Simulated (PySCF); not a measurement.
MnF₂, SMILES [Mn]([F])[F] (connectivity only; charge and spin as stated), neutral, multiplicity 6.

Coordinates come from a B3LYP-D3(BJ)/def2-TZVP optimisation. The multiplicity is an assumed one; other spin states were not compared. The isomer is the one that the SMILES or the coordinates give; other isomers of the formula were not compared.

All values below come from ωB97X/def2-TZVPD (PySCF).

The molecule is in vacuum.

```
Item                                                               Value
-----------------------------------------------  -----------------------
total energy                                         -1350.85365 hartree
point group                                                          D∞h
α spin, highest occupied and lowest empty level       -11.13 and 0.87 eV
β spin, highest occupied and lowest empty level      -13.18 and -1.83 eV
dipole moment                                                     0.00 D
mean static polarisability                          24.8 bohr³ (3.67 Å³)
polarisability, principal values                  22.6, 22.6, 29.2 bohr³
⟨S²⟩                                             8.757 (pure state 8.75)
```
